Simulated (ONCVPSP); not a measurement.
# An all-electron radial function and its pseudo partner (Ru (Z = 44))

Columns: radius, all-electron u(r) and pseudo u(r) of the 4d shell (level -8.72 eV) of ruthenium in the configuration [Ar] 3d10 4s2 4p6 4d7 5s0.5; PBE, scalar-relativistic, ONCV scheme, ONCVPSP 4.0.1.

```csv
r (bohr),all-electron,pseudo
0.093,-0.1416,0.0025
0.185,-0.3519,0.0186
0.278,-0.3798,0.0586
0.370,-0.2512,0.1257
0.463,-0.0477,0.2194
0.555,0.1654,0.3307
0.648,0.3595,0.4513
0.740,0.5169,0.5658
0.833,0.6383,0.6646
0.925,0.7227,0.7379
1.018,0.7771,0.7854
1.110,0.8060,0.8097
1.203,0.8157,0.8167
1.295,0.8109,0.8110
1.388,0.7955,0.7955
1.480,0.7730,0.7730
1.573,0.7454,0.7454
1.665,0.7149,0.7149
1.758,0.6824,0.6824
1.850,0.6495,0.6495
1.943,0.6161,0.6161
2.035,0.5836,0.5836
2.128,0.5515,0.5515
2.220,0.5208,0.5208
2.313,0.4909,0.4909
2.405,0.4626,0.4626
```

Q: How many radial nodes do the two functions have?

A: The all-electron 4d function has n − l − 1 = 1; the pseudo-wave has 0, since the states of the same l below it are removed with the core.

Q: At about which radius was the pseudo-wave matched?

A: 1.40 bohr. The columns agree to 0.0005 from 1.29 bohr on; several derivatives are matched, so the curves merge somewhat inside the radius.

Q: Where does each function peak?

A: Outermost all-electron maximum near 1.20 bohr, pseudo maximum near 1.20 bohr (to the table’s step).

Q: Is the pseudo-wave norm-conserving?

A: Yes: the ONCV scheme keeps the norm inside the radius equal to the all-electron one, which fixes the energy derivative of the logarithmic derivative at the level.
